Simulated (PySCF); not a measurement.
Atoms are numbered as in `[F:1][c:2]1[cH:3][cH:4][c:5]([F:6])[cH:7][cH:8]1`; H(Xn) means a hydrogen on atom n.

GIAO PBE0/pcSseg-1 shifts (PySCF 2.14.0 with density-fitted response routines, gas phase, non-relativistic, equivalent atoms averaged), each against references optimised in the same way as the molecule (CFCl3, TMS).

On the GFN2-xTB geometry: F1/F6 -122.5, C2/C5 168.3, C3/C4/C7/C8 122.6, H(C3)/H(C4)/H(C7)/H(C8) 7.34 ppm.

What changes on the PBE0-D3(BJ)/def2-SVP geometry?

## Answers


```csv
atoms,δ (ppm),change
F1/F6,-118.5,+4.0
C2/C5,165.8,-2.5
C3/C4/C7/C8,121.9,-0.7
H(C3)/H(C4)/H(C7)/H(C8),7.12,-0.22
```

Unscaled 19F shifts against computed CFCl3 carry errors that often reach 10 to 50 ppm.

Bonds between heavy atoms that differ most (equivalent bonds averaged): F1–C2 1.347 → 1.333 Å, C3–C4 1.383 → 1.393 Å, C2–C3 1.384 → 1.390 Å. Mean change of bonds to hydrogen: C–H +0.013 Å.
